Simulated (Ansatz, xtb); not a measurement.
Relative energy of two isomers of C3H6BF

Structure X is `FBC1CC1`, a singlet and structure Y is `C/C=C/BF`, a singlet. Both are isolated molecules in the gas phase, relaxed with r2SCAN-D4/def2-SVP, each in the lowest conformer that the search found.

Quicker runs give these differences E(Y) − E(X): GFN2-xTB +0.153 eV; HF/STO-3G +0.112 eV (at GFN2-xTB geometries); r2SCAN-D4/def2-SVP//GFN2-xTB −0.183 eV.

Question: Which of the two would you expect CCSD(T)/def2-SVP + ΔMP2/def2-TZVPP electronic energies to favour?

Answer: Structure Y; the calculation gives E(Y) − E(X) = −0.369 eV.

Level by level:

| level | geometry | E(Y) − E(X) (eV) | departure from the last row (eV) | job, with rough time for the two |
| --- | --- | --- | --- | --- |
| GFN2-xTB | GFN2-xTB | +0.153 | +0.523 | optimisation, 0.2 s |
| HF/STO-3G | GFN2-xTB | +0.112 | +0.482 | single point, 0.34 s |
| r2SCAN-D4/def2-SVP//GFN2-xTB | GFN2-xTB | −0.183 | +0.187 | single point, 2.6 s |
| r2SCAN-D4/def2-SVP | r2SCAN-D4/def2-SVP | −0.277 | +0.093 | optimisation, 35 s |
| HF/def2-SVP | r2SCAN-D4/def2-SVP | −0.459 | −0.089 | part of the CCSD(T) run |
| MP2/def2-SVP | r2SCAN-D4/def2-SVP | −0.232 | +0.137 | part of the CCSD(T) run |
| CCSD(T)/def2-SVP | r2SCAN-D4/def2-SVP | −0.346 | +0.024 | single point |
| CCSD(T)/def2-SVP + ΔMP2/def2-TZVPP | r2SCAN-D4/def2-SVP | −0.369 |  | single point, 23 s |

As drawn, Y has 1 C=C in place of 2 C–C. Structure X has a 3-membered ring, Y no ring.

GFN2-xTB, HF/STO-3G put the two in the other order. The largest departure from CCSD(T)/def2-SVP + ΔMP2/def2-TZVPP is that of GFN2-xTB, 0.523 eV. The last row adds to CCSD(T) the change of the MP2 difference between the two basis sets, here −0.024 eV.

With harmonic frequencies from r2SCAN-D4/def2-SVP (ideal gas, rigid rotor, one conformer each, 298.15 K, 1 atm): the zero-point term adds −0.037 eV; ΔH is −0.387 and ΔG −0.424 eV.

The correlated steps freeze 5 core orbitals. Run with Ansatz 0.2.0, xtb 6.7.1; the last row on 2 threads of Intel(R) Xeon(R) Processor @ 2.70GHz on a shared host.
